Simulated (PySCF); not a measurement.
CH3FO2Si, SMILES O=CO[SiH2]F.

Geometry optimised at PBE0-D3(BJ)/def2-SVP. The structure was generated by enumeration, and PubChem lists no compound with its InChIKey, so it may never have been made. One conformer was computed; it need not be the lowest.

Calculation: PySCF with PBE0-D3(BJ)/def2-SVP.

Frequencies are harmonic and unscaled.

| mode | ν (cm⁻¹) | IR (km/mol) | Raman (Å⁴/amu) | depolarisation | moving atoms (share of kinetic energy) |
|---|---|---|---|---|---|
| 1 | 100 | 2.9 | 1.1 | 0.75 | O 40 %, F 30 %, Si 20 %, H 10 % |
| 2 | 113 | 11.5 | 0.2 | 0.36 | O 67 %, Si 17 %, F 10 % |
| 3 | 254 | 17.8 | 5.7 | 0.75 | H 44 %, O 30 %, C 24 % |
| 4 | 261 | 8.1 | 0.7 | 0.74 | F 51 %, Si 24 %, O 15 % |
| 5 | 695 | 113.5 | 5.5 | 0.75 | H 72 %, Si 17 %, O 9 % |
| 6 | 699 | 10.9 | 10.9 | 0.36 | O 36 %, Si 27 %, C 22 %, H 12 % |
| 7 | 745 | 16.1 | 17.6 | 0.75 | H 92 % |
| 8 | 816 | 121.4 | 5.6 | 0.24 | O 78 %, Si 9 %, C 8 % |
| 9 | 890 | 24.1 | 6.0 | 0.74 | H 45 %, F 39 %, Si 13 % |
| 10 | 933 | 238.4 | 8.7 | 0.74 | H 75 %, Si 15 %, F 9 % |
| 11 | 977 | 200.9 | 6.9 | 0.38 | H 60 %, Si 26 %, F 11 % |
| 12 | 1060 | 0.1 | 2.5 | 0.75 | H 57 %, C 38 % |
| 13 | 1272 | 356.9 | 1.7 | 0.59 | O 46 %, C 42 %, H 12 % |
| 14 | 1391 | 10.4 | 6.9 | 0.60 | H 82 %, O 9 %, C 9 % |
| 15 | 1852 | 272.5 | 5.6 | 0.28 | C 59 %, O 38 % |
| 16 | 2313 | 41.7 | 172.4 | 0.10 | H 98 % |
| 17 | 2331 | 117.1 | 40.5 | 0.75 | H 95 % |
| 18 | 3085 | 51.8 | 155.0 | 0.28 | H 91 %, C 9 % |
